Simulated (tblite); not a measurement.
Compound: C5H9BCl2S.
Numbering: `[CH3:1][CH2:2][CH2:3][S:4]/[CH:5]=[CH:6]\[B:7]([Cl:8])[Cl:9]` (hydrogens: H10, H11, H12 on C1; H13, H14 on C2; H15, H16 on C3; H17 on C5; H18 on C6)

Computed with GFN2-xTB (tblite), gas phase: L-BFGS steps from a force-field or distance-geometry start until the largest atomic force falls under 0.01 eV/Å.

Step 12: E = -786.4861 eV
```
atom  x, y, z in Å  |  force x, y, z in eV/Å
C1     -3.2238    0.4114   -0.2089   -0.151   0.090   0.035
C2     -1.8736    0.1517   -0.8581    0.139  -0.086   0.008
C3     -0.7538    0.7527   -0.0256    0.044   0.096  -0.027
S4      0.9146    0.7381   -0.7944   -0.108  -0.149   0.071
C5      1.4932   -0.9116   -0.7035   -0.032   0.177   0.079
C6      2.7793   -1.1815   -0.4050    0.078   0.036  -0.192
B7      3.8363   -0.1593    0.1177   -0.202  -0.197  -0.096
Cl8     5.0106   -0.6780    1.2744    0.021  -0.079  -0.093
Cl9     3.8278    1.5057   -0.3159    0.059  -0.039   0.003
H10    -3.4790    1.4630   -0.2701    0.016   0.163   0.020
H11    -4.0169   -0.1452   -0.6961    0.013  -0.098  -0.130
H12    -3.2184    0.1308    0.8388    0.070  -0.081   0.108
H13    -1.8442    0.5965   -1.8507   -0.043   0.030  -0.119
H14    -1.7243   -0.9216   -0.9733    0.051  -0.090   0.050
H15    -0.6963    0.3167    0.9758    0.078  -0.028  -0.192
H16    -0.8833    1.8326    0.0685   -0.224  -0.026   0.116
H17     0.7529   -1.6792   -0.9326    0.275   0.243   0.085
H18     3.0903   -2.2165   -0.5177   -0.084   0.037   0.273
```

Step 13: E = -786.5060 eV
```
atom  x, y, z in Å  |  force x, y, z in eV/Å
C1     -3.2241    0.4090   -0.2085   -0.231   0.113   0.031
C2     -1.8759    0.1473   -0.8596    0.149  -0.132   0.029
C3     -0.7498    0.7506   -0.0359   -0.114   0.120   0.073
S4      0.9120    0.7490   -0.8000    0.018   0.019  -0.033
C5      1.4962   -0.8947   -0.6998   -0.178   0.229   0.112
C6      2.7778   -1.1667   -0.3925    0.080  -0.035  -0.281
B7      3.8551   -0.1611    0.1102   -0.285  -0.180  -0.047
Cl8     5.0181   -0.7023    1.2638    0.086  -0.077  -0.062
Cl9     3.8572    1.5029   -0.3162    0.055   0.010  -0.019
H10    -3.4757    1.4630   -0.2708    0.017   0.108   0.049
H11    -4.0183   -0.1447   -0.7012    0.046  -0.064  -0.114
H12    -3.2287    0.1218    0.8385    0.105  -0.047   0.070
H13    -1.8522    0.5899   -1.8519   -0.037   0.033  -0.164
H14    -1.7345   -0.9276   -0.9703    0.086  -0.086   0.030
H15    -0.6733    0.2990    0.9564    0.018  -0.001  -0.132
H16    -0.9048    1.8286    0.0754   -0.129  -0.121   0.101
H17     0.7426   -1.6527   -0.9152    0.323   0.173   0.077
H18     3.0694   -2.2050   -0.4989   -0.011  -0.063   0.282
```

Step 14: E = -786.5265 eV
```
atom  x, y, z in Å  |  force x, y, z in eV/Å
C1     -3.2277    0.4074   -0.2078   -0.189   0.082   0.002
C2     -1.8778    0.1403   -0.8613    0.066  -0.114   0.016
C3     -0.7472    0.7486   -0.0465   -0.239   0.090   0.130
S4      0.9090    0.7628   -0.8084    0.116   0.250  -0.131
C5      1.4973   -0.8708   -0.6925   -0.211   0.234   0.121
C6      2.7758   -1.1499   -0.3842    0.044  -0.100  -0.302
B7      3.8699   -0.1660    0.1034   -0.246  -0.093   0.004
Cl8     5.0289   -0.7306    1.2500    0.109  -0.074  -0.053
Cl9     3.8946    1.4991   -0.3168    0.033   0.029  -0.031
H10    -3.4722    1.4652   -0.2708    0.015   0.021   0.078
H11    -4.0201   -0.1452   -0.7092    0.077  -0.005  -0.074
H12    -3.2388    0.1112    0.8391    0.117   0.003  -0.007
H13    -1.8616    0.5823   -1.8552   -0.026  -0.002  -0.141
H14    -1.7443   -0.9369   -0.9674    0.111  -0.046   0.018
H15    -0.6472    0.2792    0.9333   -0.048   0.014  -0.036
H16    -0.9287    1.8215    0.0847   -0.041  -0.165   0.085
H17     0.7353   -1.6191   -0.8935    0.276   0.036   0.056
H18     3.0460   -2.1927   -0.4735    0.037  -0.159   0.265
```

**Question.** Estimate the geometry and energy of step 15. (The exact step hangs on the optimiser's Hessian estimate; all steps are aligned on step 14, rigid shifts and turns removed.)

**Answer.** E = -786.5466 eV, largest force 0.473 eV/Å
```
atom  x, y, z in Å  |  force x, y, z in eV/Å
C1     -3.2338    0.4064   -0.2072   -0.055   0.012  -0.037
C2     -1.8802    0.1312   -0.8632   -0.050  -0.042  -0.020
C3     -0.7481    0.7466   -0.0557   -0.244   0.014   0.119
S4      0.9071    0.7830   -0.8205    0.114   0.426  -0.172
C5      1.4960   -0.8410   -0.6820   -0.120   0.194   0.091
C6      2.7730   -1.1337   -0.3812   -0.011  -0.135  -0.244
B7      3.8807   -0.1723    0.0978   -0.117   0.018   0.043
Cl8     5.0426   -0.7615    1.2337    0.084  -0.062  -0.071
Cl9     3.9367    1.4948   -0.3179   -0.002   0.012  -0.029
H10    -3.4687    1.4681   -0.2692    0.005  -0.063   0.095
H11    -4.0216   -0.1456   -0.7190    0.078   0.052  -0.029
H12    -3.2477    0.1003    0.8394    0.109   0.053  -0.090
H13    -1.8718    0.5734   -1.8602   -0.012  -0.060  -0.071
H14    -1.7526   -0.9482   -0.9647    0.120   0.009   0.012
H15    -0.6206    0.2584    0.9091   -0.109   0.020   0.061
H16    -0.9531    1.8112    0.0959    0.015  -0.137   0.080
H17     0.7314   -1.5826   -0.8691    0.155  -0.106   0.035
H18     3.0219   -2.1822   -0.4424    0.041  -0.203   0.225
```

The energy changes by -0.0201 eV. The first-order estimate −F·Δx gives -0.0275 eV and the mean of the old and new forces, exact on a quadratic surface, -0.0202 eV. The step makes an angle of 74° with the force vector and moves no atom by more than 0.044 Å.

What follows is the cost of the whole relaxation. Time: 1.0 s of wall time. Hardware: one thread, Intel Xeon 6975P-C (x86_64), shared host with 192 logical CPUs at a one-minute load of 47.
